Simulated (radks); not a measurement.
The numbers below are computed, except where a source is named.
Effect of the nuclear size on neutral neodymium, [Xe] 4f4 6s2. Code: a radial shooting solver on a logarithmic mesh with Libxc functionals. Model: Dirac Kohn-Sham, relativistic LDA (MacDonald-Vosko exchange, VWN5 correlation), spin-unpolarised, spherical densities, finite nucleus; open shells fill j = l - 1/2 first; Fermi nuclear charge, rms radius 4.9123 fm. The rms radius is varied about that value; shifts are against it.

rms radius (fm),total energy shift (eV),density at nucleus (e/bohr^3),1s1/2 shift (meV),2s1/2 shift (meV),5s1/2 shift (meV),5p1/2 shift (meV),6s1/2 shift (meV),4f5/2 shift (meV),6p1/2 (empty) shift (meV)
3.9397,-4.62,4.705e+05,-1900,-237,-1.71,0.259,-0.083,0.396,0.077
4.5291,-1.91,4.561e+05,-788,-98.2,-0.711,0.107,-0.034,0.164,0.032
4.9123,0,4.479e+05,0.000,0.000,0.000,0.000,0.000,0.000,0.000
5.2021,1.53,4.422e+05,629,78.3,0.567,-0.086,0.027,-0.131,-0.026
6.0913,6.63,4.27e+05,2730,340,2.46,-0.372,0.119,-0.568,-0.111

Slopes of the eigenvalues against <r^2> in GHz/fm^2, as finite differences over the two radii next to the reference (eigenvalue slopes, not the field-shift constants of lines): 1s1/2 52300, 2s1/2 6520, 5s1/2 47.2, 5p1/2 -7.13, 6s1/2 2.29, 4f5/2 -10.9, 6p1/2 (empty) -2.12.
